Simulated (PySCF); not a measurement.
Spinor energies of Sr¹⁶⁺ (strontium, charge +16)

Start: [Ar] 3d4; 3d3/2 filled at m_j = -3/2, -1/2, +1/2, +3/2. Calculated with PySCF 2.14 in an even-tempered Gaussian basis (17 s from 1.5 bohr⁻², ratio 2.8; 12 p from 1.9 bohr⁻², ratio 2.8; 8 d from 1.9 bohr⁻², ratio 2.8; 4 f from 7.2 bohr⁻², ratio 3): generalised Hartree-Fock with the X2C-1e Hamiltonian and a Gaussian nucleus; one run each with spin-orbit coupling (SO) switched off, then screened by Boettger's factors.

```tsv
spinor shell	electrons	ε, spin-free (eV)	ε, screened SO (eV)	weight of nominal j (screened SO)	rms radius, screened SO (bohr)
1s1/2	2	-16717.7	-16717.0	1.000	0.0451
2s1/2	2	-2777.1	-2776.7	1.000	0.186
2p1/2	2	-2520.5	-2570.1	0.991	0.163
2p3/2	4	-2520.5	-2496.6	0.996	0.166
3s1/2	2	-822.34	-822.25	1.000	0.491
3p1/2	2	-733.58	-752.37	0.769	0.484
3p3/2	4	-733.58	-724.36	0.884	0.493
3d3/2	4	-616.68	-616.83	0.608	0.456
```

```tsv
quantity	spin-free	screened SO
E (hartree)	-3050.71512	-3051.01760
M_J	0	0
⟨J²⟩	4.002	3.225
⟨L²⟩	6.002	5.794
⟨S²⟩	6.001	5.789
```

The determinant has a definite M_J but mixes levels of different J.

Each row is a mean over spinors that exchange with the open shell spreads, by up to 18.218 eV (3s1/2).

Rows whose weight is well below 1 are mixtures of j = l ± 1/2: exchange outweighs spin-orbit coupling there, and the label is only the starting occupation.

Breit and QED terms are absent; they matter most for the inner s and p1/2 levels.

Densities and radii are taken from the X2C orbitals without a picture-change correction, which distorts them close to the nucleus.

Without spin-orbit coupling the j labels of p, d and f shells carry no meaning; the spin-free column gives the mean over the occupied spinors of each nl shell, and its ⟨J²⟩ belongs to a mixture of degenerate components.
